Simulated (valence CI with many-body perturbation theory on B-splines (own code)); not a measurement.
## Fe XXII: electric-dipole lines

Computed by valence CI with perturbative core correlation (CI+MBPT): three valence electrons over a frozen Dirac-Fock core [He], radial functions for each j: 11 s, 11 p, 9 d, 7 f, 5 g, 2 h, 1 i, with the one-electron correlation potential Σ1 (screened to all orders), the two-electron term Σ2, the three-electron term Σ3, Breit, model QED; selected single and double excitations, second order for the rest (own B-spline code, finite nucleus).

No measured levels were compared; by estimate levels of excited configurations hold to 0.05 to 0.15 % of their energy, terms of the ground configuration to about 0.5 %.

Lines 101 to 150 of 248 in falling wavelength, among levels below 1173.5 eV, chosen from the strongest by gf and those to the six lowest levels. Wavelengths and rates use the calculated energies, so an error of 700 cm⁻¹ moves a line at 1.238 nm by 0.0087 % and its rate by three times that or more. Electric multipoles are in the length gauge, E1 and E2 with the static RPA response of the core. Weak lines are less certain than strong ones. Lines between different terms over intervals too small for the method are left out, as are lines whose strength nearly cancels. Where a level lies close to another of its J and parity, the split of strength between their lines is uncertain. The highest levels of a list are the least certain.

Names give the largest LS component (configuration and term), which can be under half, so a name can repeat, a term be missing and a line seem to break the LS rules; names also repeat where a configuration has a term twice. Letters in brackets count levels of one name in rising energy.

```csv
λ vac (nm),Upper,Lower,A (s⁻¹),S (a.u.)
1.238,2s2p3d ⁴F°_3/2,2s2p² ²D_3/2,5.11e+11,1.92e-03
1.238,2s2p3s ⁴P°_5/2,2s2p² ⁴P_5/2,2.13e+12,1.19e-02
1.235,2s2p3d ⁴F°_5/2,2s2p² ²D_3/2,1.07e+11,5.99e-04
1.235,2s2p3d ²P°_1/2 [a],2s2p² ²S_1/2,1.32e+13,2.46e-02
1.234,2s2p3s ⁴P°_3/2,2s2p² ⁴P_1/2,1.29e+12,4.78e-03
1.233,2s2p3d ⁴P°_5/2,2s2p² ²D_5/2,1.23e+12,6.83e-03
1.232,2s²3s ²S_1/2,2s²2p ²P°_1/2,8.74e+11,1.61e-03
1.230,2s2p3s ⁴P°_5/2,2s2p² ⁴P_3/2,1.09e+12,5.98e-03
1.229,2s2p3d ⁴P°_5/2,2s2p² ²D_3/2,5.76e+11,3.17e-03
1.228,2s2p3d ⁴D°_3/2,2s2p² ²D_3/2,1.27e+12,4.65e-03
1.227,2s2p3d ⁴D°_1/2,2s2p² ²D_3/2,6.04e+11,1.10e-03
1.227,2s2p3s ²P°_1/2 [b],2s2p² ²D_3/2,8.49e+11,1.55e-03
1.226,2s2p3s ²P°_3/2 [b],2s2p² ²D_3/2,6.24e+11,2.27e-03
1.223,2s2p3d ²D°_5/2 [a],2s2p² ²D_5/2,1.05e+12,5.70e-03
1.222,2s2p3d ²D°_3/2 [a],2s2p² ²D_3/2,3.75e+12,1.35e-02
1.221,2s2p3d ²P°_3/2 [a],2s2p² ²P_1/2,6.71e+12,2.41e-02
1.220,2s2p3d ²D°_5/2 [a],2s2p² ²D_3/2,8.00e+12,4.30e-02
1.216,2s2p3d ²P°_1/2 [a],2s2p² ²P_1/2,2.49e+12,4.42e-03
1.214,2s2p3d ⁴D°_5/2,2s2p² ²D_3/2,1.18e+12,6.26e-03
1.213,2s2p3d ⁴P°_3/2,2s2p² ²D_3/2,5.77e+10,2.04e-04
1.213,2s2p3d ²F°_5/2 [a],2s2p² ²D_5/2,7.09e+12,3.74e-02
1.210,2s2p3d ²D°_3/2 [b],2s2p² ²P_3/2,2.99e+12,1.05e-02
1.209,2s2p3d ²F°_5/2 [a],2s2p² ²D_3/2,6.08e+12,3.18e-02
1.208,2s2p3d ²D°_5/2 [b],2s2p² ²P_3/2,2.25e+13,1.17e-01
1.208,2s2p3d ²D°_3/2 [b],2s2p² ²S_1/2,9.27e+12,3.22e-02
1.205,2s2p3d ²P°_1/2 [b],2s2p² ²P_3/2,3.22e+12,5.56e-03
1.205,2s2p3d ²F°_7/2 [a],2s2p² ²D_5/2,2.21e+13,1.53e-01
1.204,2s2p3d ²P°_3/2 [b],2s2p² ²P_3/2,8.36e+12,2.89e-02
1.204,2s2p3d ²P°_3/2 [a],2s2p² ²D_3/2,3.44e+11,1.18e-03
1.202,2s2p3d ²P°_3/2 [b],2s2p² ²S_1/2,6.20e+12,2.13e-02
1.202,2s2p3d ⁴F°_5/2,2s2p² ⁴P_5/2,7.62e+11,3.92e-03
1.199,2p²3p ⁴D°_3/2,2s2p² ²S_1/2,1.27e+12,4.34e-03
1.199,2s2p3d ²P°_1/2 [a],2s2p² ²D_3/2,2.71e+11,4.61e-04
1.198,2s2p3d ⁴F°_7/2,2s2p² ⁴P_5/2,5.95e+12,4.04e-02
1.197,2s2p3d ⁴F°_3/2,2s2p² ⁴P_3/2,6.54e+11,2.22e-03
1.196,2s2p3d ⁴P°_5/2,2s2p² ⁴P_5/2,1.12e+12,5.69e-03
1.195,2s2p3d ⁴D°_3/2,2s2p² ⁴P_5/2,2.14e+11,7.21e-04
1.194,2s2p3d ⁴F°_5/2,2s2p² ⁴P_3/2,2.80e+12,1.41e-02
1.194,2s²3d ²D_3/2,2s²2p ²P°_3/2,3.11e+12,1.05e-02
1.192,2s²3d ²D_5/2,2s²2p ²P°_3/2,1.86e+13,9.33e-02
1.191,2p²3p ⁴P°_5/2,2s2p² ²P_3/2,1.12e+12,5.61e-03
1.190,2s2p3d ²D°_3/2 [b],2s2p² ²P_1/2,7.83e+12,2.60e-02
1.189,2s2p3d ⁴F°_3/2,2s2p² ⁴P_1/2,6.44e+11,2.14e-03
1.189,2p²3p ⁴D°_1/2,2s2p² ²P_1/2,4.95e+12,8.21e-03
1.189,2s2p3d ⁴P°_5/2,2s2p² ⁴P_3/2,1.34e+13,6.67e-02
1.188,2s2p3d ²D°_5/2 [a],2s2p² ⁴P_5/2,1.76e+11,8.75e-04
1.187,2s2p3d ⁴D°_3/2,2s2p² ⁴P_3/2,4.94e+12,1.63e-02
1.187,2s2p3d ⁴D°_1/2,2s2p² ⁴P_3/2,1.09e+12,1.80e-03
1.186,2s2p3s ²P°_1/2 [b],2s2p² ⁴P_3/2,1.81e+11,2.99e-04
1.186,2s2p3s ²P°_3/2 [b],2s2p² ⁴P_3/2,4.61e+11,1.52e-03
```
